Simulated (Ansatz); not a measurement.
Reaction (ligand exchange at the Sn–Cl bond): `CC(C)[NH][Sn]([Cl])([Cl])[Cl]` + `CC(C)N` → `CC(C)[NH][Sn]([Cl])([Cl])[NH]C(C)C` + HCl

Calculated with Ansatz (gas phase, PBE0-D4/def2-TZVP geometries, no zero-point term in ΔE). CBS: MP2 limit from def2 TZ/QZ plus the TZ coupled-cluster correction, frozen cores. This one scheme is used for every species. Functionals use def2-TZVPP. B3LYP here is the variant with VWN-RPA as its local correlation; programs differ in this. Elements past krypton have def2 core potentials. For Sn outer-core shells are correlated without core-valence functions, which leaves a few kJ/mol of doubt a bond. Each species was taken in one conformer, which may not be the lowest.

```
           level  ΔE (kcal/mol)
         BLYP-D4           16.2
          B97M-V           18.8
         PBE0-D4           17.8
         ωB97X-V           17.3
          B2PLYP           18.5
           B3LYP           20.8
CCSD(T)/def2-SVP           16.0
    HF/CBS(def2)           24.1
```

(1) What does CCSD(T)/CBS give? (Estimate.)

Largest T1 diagnostic among the species: 0.011.

Answers

(1) Ansatz gave: +15.8 kcal/mol. The listed levels differ from it by 0.4, 3.0, 2.0, 1.5, 2.7, 5.0, 0.2, 8.3 kcal/mol.

Leaving LDA and LC-ωPBE aside and taking each functional with its dispersion term where it has one, the values, not all of them listed here, spread over 2.6 kcal/mol, from revPBE-D4 to B97M-V. LDA lies −3.3 kcal/mol from PBE without D4. From PBE to PBE0 (25 % exact exchange), in def2-TZVPP and without D4, ΔE moves by +0.8 kcal/mol.
